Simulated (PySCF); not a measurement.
Method: ωB97X-D3(BJ)/def2-TZVP // PBE0-D3(BJ)/def2-TZVP (PySCF). All species are isolated molecules in the gas phase. One relaxed conformer stands for a flexible species; it need not be the lowest. Excitations are Tamm–Dancoff values on a coarser integration grid. The basis has no diffuse functions, so Rydberg states are missing or too high.

Reference species (SMILES): `[NH2][Ga]([NH2])[NH2]` (neutral, multiplicity 1).

S1 oscillator strength: 0.008
T1 excitation (TDA): 5.63 eV

Changed species: `[NH2][GaH][NH2]` (1 of 3 NH2 replaced by H; the reference has 0 of 3 NH2 replaced by H).

Problem. Predict the effect on the S1 oscillator strength and T1 excitation (TDA).

Solution. the S1 oscillator strength stays essentially unchanged; the T1 excitation (TDA) increases by 0.05 eV, to 5.68 eV.
